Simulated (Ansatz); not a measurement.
Frontier orbitals of C$_{3}$H$_{6}$BBr.

```xyz
11

B     0.519   -0.714   -0.403
C    -1.136   -0.527    0.186
C    -0.437    0.680    0.021
C     0.879    0.758    0.506
Br   -0.941    1.825   -1.400
H     0.707   -0.714   -1.578
H     0.952   -1.569    0.306
H    -1.145   -0.992    1.164
H    -1.998   -0.710   -0.440
H     1.079    0.427    1.518
H     1.522    1.536    0.120
```

Charge 0, multiplicity 1. Correlated methods include outer-core shells of Br, which these sets cover unevenly. Scalar relativity is left out up to krypton. The bonds changed during the relaxation, so this is another structure than the one it started from. All single points use the PBE0-D4/def2-TZVP geometry. It is one conformer, not always the lowest. Basis def2-TZVPP, Ansatz.

```json
{"functional": "PBE", "HOMO (eV)": "-6.89", "LUMO (eV)": "-2.00", "gap (eV)": "4.89"}
{"functional": "revPBE", "HOMO (eV)": "-6.82", "LUMO (eV)": "-1.93", "gap (eV)": "4.89"}
{"functional": "PBE0", "HOMO (eV)": "-8.04", "LUMO (eV)": "-1.07", "gap (eV)": "6.97"}
{"functional": "B3LYP", "HOMO (eV)": "-7.79", "LUMO (eV)": "-1.29", "gap (eV)": "6.50"}
{"functional": "r2SCAN0", "HOMO (eV)": "-8.19", "LUMO (eV)": "-0.96", "gap (eV)": "7.23"}
{"functional": "CAM-B3LYP", "HOMO (eV)": "-9.33", "LUMO (eV)": "0.02", "gap (eV)": "9.35"}
{"functional": "ωB97M-V", "HOMO (eV)": "-10.21", "LUMO (eV)": "0.91", "gap (eV)": "11.12"}
{"functional": "HF", "HOMO (eV)": "-10.44", "LUMO (eV)": "2.46", "gap (eV)": "12.90"}
```

A quarter of exact exchange (PBE0) shifts PBE's HOMO by −1.15 eV and its LUMO by +0.93 eV; full exchange at long range (ωB97M-V) shifts them by −3.32 and +2.91 eV. The gap opens from 4.89 to 11.13 eV, since occupied levels lose self-interaction and empty ones feel all the electrons. A positive LUMO is unbound and depends on the basis.

B3LYP here is the variant with VWN-RPA as its local correlation; programs differ in this.
